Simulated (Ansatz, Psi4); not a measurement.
Here is a job for Psi4.
```
memory 2 GB

molecule mol {
-1 2
  C     0.378587   -1.407993    0.170767
  C    -0.963980   -1.087539    0.207207
  C    -1.230293    0.247366   -0.109725
  S     0.277919    1.184770   -0.179446
  C     1.219581   -0.293030    0.116641
  H     0.772632   -2.414630    0.269882
  H    -1.762438   -1.804918    0.369213
  H    -2.130615    0.794731    0.130968
  H     2.250345   -0.284320   -0.208275
}

set basis sto-3g
set reference uks
set scf_type pk
set puream true
set d_convergence 1e-8
set dft_radial_points 99
set dft_spherical_points 590

energy('b3lyp')
print_variables()
```

Task: Give the equivalent Ansatz (a first-principles code) input.

Result: Several could match; the one computed here: 
Ansatz 0.2 input:
```yaml
crystal:
  periodic: [false, false, false]
  atoms:
    - {symbol: C, position_ang: [0.37858705, -1.40799270, 0.17076680]}
    - {symbol: C, position_ang: [-0.96397958, -1.08753912, 0.20720749]}
    - {symbol: C, position_ang: [-1.23029263, 0.24736622, -0.10972511]}
    - {symbol: S, position_ang: [0.27791884, 1.18476965, -0.17944570]}
    - {symbol: C, position_ang: [1.21958090, -0.29303038, 0.11664142]}
    - {symbol: H, position_ang: [0.77263208, -2.41463041, 0.26988164]}
    - {symbol: H, position_ang: [-1.76243806, -1.80491837, 0.36921296]}
    - {symbol: H, position_ang: [-2.13061493, 0.79473067, 0.13096781]}
    - {symbol: H, position_ang: [2.25034507, -0.28432037, -0.20827477]}
basis:
  gaussian:
    orbitals: STO-3G
hamiltonian:
  xc: b3lyp
total_charge: -1
magnetization: {spin_polarized: true, initial_magnetization: 1}
accuracy: high
```

Both were run: Psi4 gave -546.518788 Eh and Ansatz -546.518787 Eh, 0.000 mEh apart.
